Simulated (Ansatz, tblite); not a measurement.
Removing and adding an electron: the cluster B₄F₂ (the lowest singlet isomer of a short search). Total charge 0; singlet. Geometry: PBE-D4/def2-SVP. Ansatz, gas phase; energy differences of separate SCF runs; the oxidised species was run as a doublet alone; the reduced species was run as a doublet alone.

```xyz
6

B     1.033    0.988   -0.114
B     0.433   -0.600    0.344
B    -0.433    0.600   -0.344
B    -1.033   -0.988    0.114
F    -2.228   -1.527    0.012
F     2.228    1.527   -0.013
```

The xTB rows come from tblite. The structure comes from a short search, and lower isomers may exist.

```tsv
level	−HOMO (eV)	vertical IE (eV)	−LUMO (eV)	vertical EA (eV)	HOMO–LUMO gap (eV)	IE − EA (eV)	remarks
GFN1-xTB	10.50	13.89	8.84	5.43	1.66	8.46	–
GFN2-xTB	9.10	13.10	7.45	3.16	1.65	9.94	–
PBE-D4/def2-TZVP	6.01	9.25	4.82	–	1.19	–	restricted SCF unstable in HF (singlet)
PBE-D4/def2-TZVPD	6.02	–	4.83	1.99	1.19	–	HOMO above zero (-1 doublet), restricted SCF unstable in HF (singlet)
r2SCAN-D4/def2-TZVP	6.19	9.27	4.74	–	1.45	–	restricted SCF unstable in HF (singlet)
r2SCAN-D4/def2-TZVPD	6.20	–	4.75	2.10	1.45	–	HOMO above zero (-1 doublet), restricted SCF unstable in HF (singlet)
PBE0-D4/def2-TZVP	7.20	9.45	4.00	–	3.20	–	restricted SCF unstable in HF (singlet)
PBE0-D4/def2-TZVPD	7.20	–	4.01	2.10	3.19	–	restricted SCF unstable in HF (singlet)
```

   A HOMO above zero means that the electron is unbound at that level or that self-interaction error raises the level; the energy of removing that electron tells which. Raw xTB energy differences between charge states are shifted by several eV; the methods need an empirical correction for them.
